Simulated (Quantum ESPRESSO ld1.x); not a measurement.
Results of a calculation; reference values are marked as such.
Problem. Radial electron density D(r) = 4 pi r^2 rho(r) of an atom or ion with 44 electrons. Level of theory: scalar-relativistic Kohn-Sham, LDA (Slater exchange, Perdew-Wang correlation), spin-polarised, spherical densities, point nucleus (ld1.x of Quantum ESPRESSO 7.5).

```
   r/bohr * D(r) (the largest magnitude, 72, reaches the edge; | marks zero)
 0.004642 |          *
 0.006191 |                *
 0.008257 |                       *
   0.0111 |                               *
  0.01481 |                                       *
  0.01975 |                                           *
  0.02634 |                                           *
  0.03513 |                                       *
  0.04686 |                                      *
    0.063 |                                            *
  0.08402 |                                                     *
   0.1121 |                                                      *
   0.1495 |                                           *
   0.1994 |                                    *
    0.268 |                                           *
   0.3575 |                                        *
   0.4768 |                      *
   0.6359 |           *
   0.8482 |            *
     1.14 |          *
    1.521 |    *
    2.029 | *
    2.706 |*
    3.609 *
    4.852 *
    6.471 *
    8.631 *
```

What is the nuclear charge?

Solution. Z = 46. The innermost maximum, from 1s, lies near gamma/Z bohr with gamma = sqrt(1 - (Z/c)^2) = 0.942, here 0.0205 bohr (found: 0.0224), and its height grows with Z. The density is that of the palladium ion Pd2+ in [Kr] 4d7.5 5p0.5; the configuration itself is not fixed sharply by these data, and Z only to a few units. D(r) has 4 maxima, at r = 0.0224, 0.0986, 0.297, 0.890 bohr, and minima at 0.0443, 0.193, 0.678 bohr, inside which lie 2.01, 11.11, 29.06 electrons.
